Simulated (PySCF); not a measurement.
silanone cation (H2OSi), SMILES O=[SiH2] (connectivity only; charge and spin as stated), charge +1, multiplicity 2.

The structure is a stationary point at PBE-D3(BJ)/def2-TZVP. The spin state was assumed, not searched.

The numbers are results of PySCF with PBE-D3(BJ)/def2-TZVP, not measurements.

Frequencies are harmonic and unscaled.

Give all harmonic wavenumbers and intensities. (Estimate from the structure and the level; the computed values follow.)


```json
[
 {"mode": "1", "ν (cm⁻¹)": "403", "IR (km/mol)": "24.5", "moving atoms (share of kinetic energy)": "H 81 %, Si 10 %, O 9 %"},
 {"mode": "2", "ν (cm⁻¹)": "604", "IR (km/mol)": "16.5", "moving atoms (share of kinetic energy)": "H 86 %, Si 12 %"},
 {"mode": "3", "ν (cm⁻¹)": "766", "IR (km/mol)": "3.8", "moving atoms (share of kinetic energy)": "H 96 %"},
 {"mode": "4", "ν (cm⁻¹)": "940", "IR (km/mol)": "0.0", "moving atoms (share of kinetic energy)": "O 62 %, Si 37 %"},
 {"mode": "5", "ν (cm⁻¹)": "2115", "IR (km/mol)": "69.5", "moving atoms (share of kinetic energy)": "H 99 %"},
 {"mode": "6", "ν (cm⁻¹)": "2181", "IR (km/mol)": "49.3", "moving atoms (share of kinetic energy)": "H 95 %"}
]
```
